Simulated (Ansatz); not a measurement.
Ansatz (a quantum-chemistry and plane-wave program) job for ZrF₄, SMILES [F][Zr]([F])([F])[F], multiplicity 1, B3LYP-D3(BJ)/def2-SVP. 

Ansatz 0.2 input:
```yaml
crystal:
  periodic: [false, false, false]
  atoms:
    - {symbol: Zr, position_ang: [-0.00000000, 0.00000000, -0.00000000]}
    - {symbol: F, position_ang: [-1.06384947, 1.06384947, -1.06384947]}
    - {symbol: F, position_ang: [1.06384947, 1.06384947, 1.06384947]}
    - {symbol: F, position_ang: [1.06384947, -1.06384947, -1.06384947]}
    - {symbol: F, position_ang: [-1.06384947, -1.06384947, 1.06384946]}
basis:
  gaussian:
    orbitals: def2-SVP
hamiltonian:
  xc: b3lyp
  dispersion: d3bj
relax: {f_tol: 0.002, max_steps: 200}
```

Log of the run:

```
WARN ansatz: RAYON_NUM_THREADS=1 ignored (pool sized by the plan → 1); use --threads N
Functional definition: B3LYP
integrals: 0.04 GiB planned
911 factors; integrals over basis functions are off by at most 2.0e-4 eV
mean field: 0.31 GiB planned
mean field evaluation 1: about -12141.3764 eV, gradient 6.9e1 eV
mean field evaluation 2: about -12109.8306 eV, gradient 1.6e2 eV
mean field evaluation 4: about -12148.7633 eV, gradient 2.2e0 eV
mean field evaluation 8: about -12148.8083 eV, gradient 2.8e-2 eV
mean field -12148.80834739 eV, -446.4604720086 hartree, gradient 2.2e-5 eV, S^2 0.000000; 0 other end points of the search recorded, 0 dependent functions left out
the calculation of the forces begins
reference -12148.80864002 eV, -446.4604827624 hartree; 24, 24 occupied and 63, 63 virtual orbitals, 911 factors
relax step   1: F+E_penalty+E_count = -12148.93743981 eV  Δ(F+E_penalty+E_count) = +0.000e0 eV  max|allowed force component| = 1.323e0 eV/Å  Δτ_max = 0.0000 Å  (26 SCF iters, accepted)
these checks for a lower state are left out or cut short: starts, cluster_reference, orbital_swaps, neighbouring_geometries, increment
integrals: 0.04 GiB planned
911 factors; integrals over basis functions are off by at most 2.1e-4 eV
mean field: 0.31 GiB planned
mean field evaluation 16: about -12148.9662 eV, gradient 1.1e1 eV
mean field -12149.07876584 eV, -446.4704097031 hartree, gradient 5.6e-6 eV, S^2 0.000000; 0 other end points of the search recorded, 0 dependent functions left out
the calculation of the forces begins
reference -12149.07906264 eV, -446.4704206105 hartree; 24, 24 occupied and 63, 63 virtual orbitals, 911 factors
relax step   2: F+E_penalty+E_count = -12149.20525006 eV  Δ(F+E_penalty+E_count) = -2.678e-1 eV  max|allowed force component| = 6.932e-3 eV/Å  Δτ_max = 0.0610 Å  (27 SCF iters, accepted)
these checks for a lower state are left out or cut short: starts, cluster_reference, orbital_swaps, neighbouring_geometries, increment
integrals: 0.04 GiB planned
911 factors; integrals over basis functions are off by at most 2.1e-4 eV
mean field: 0.31 GiB planned
mean field -12149.07879035 eV, -446.4704106040 hartree, gradient 3.5e-5 eV, S^2 0.000000; 0 other end points of the search recorded, 0 dependent functions left out
the calculation of the forces begins
reference -12149.07908718 eV, -446.4704215123 hartree; 24, 24 occupied and 63, 63 virtual orbitals, 911 factors
relax step   3: F+E_penalty+E_count = -12149.20525897 eV  Δ(F+E_penalty+E_count) = -8.915e-6 eV  max|allowed force component| = 1.735e-4 eV/Å  Δτ_max = 0.0004 Å  (18 SCF iters, accepted)
integrals: 0.04 GiB planned
911 factors; integrals over basis functions are off by at most 2.1e-4 eV
mean field: 0.31 GiB planned
mean field evaluation 32: about -12092.2792 eV, gradient 1.9e2 eV
mean field -12149.07879035 eV, -446.4704106040 hartree, gradient 3.5e-5 eV, S^2 0.000000; 1 other end points of the search recorded, 0 dependent functions left out
the calculation of the forces begins
reference -12149.07908718 eV, -446.4704215123 hartree; 24, 24 occupied and 63, 63 virtual orbitals, 911 factors
Total energy: -12149.20555580 eV, -446.4750691485 hartree
Atom 0 at    -0.000000    -0.000000    -0.000000 Å, force     0.000000     0.000000     0.000000 eV/Å
Atom 1 at    -1.099253     1.099253    -1.099253 Å, force    -0.000174     0.000174    -0.000174 eV/Å
Atom 2 at     1.099253     1.099253     1.099253 Å, force     0.000174     0.000174     0.000174 eV/Å
Atom 3 at     1.099253    -1.099253    -1.099253 Å, force     0.000173    -0.000174    -0.000173 eV/Å
Atom 4 at    -1.099253    -1.099253     1.099253 Å, force    -0.000173    -0.000174     0.000173 eV/Å
Dipole moment:    -0.000000    -0.000000    -0.000000 e Å
```

The calculation finished and met its thresholds.
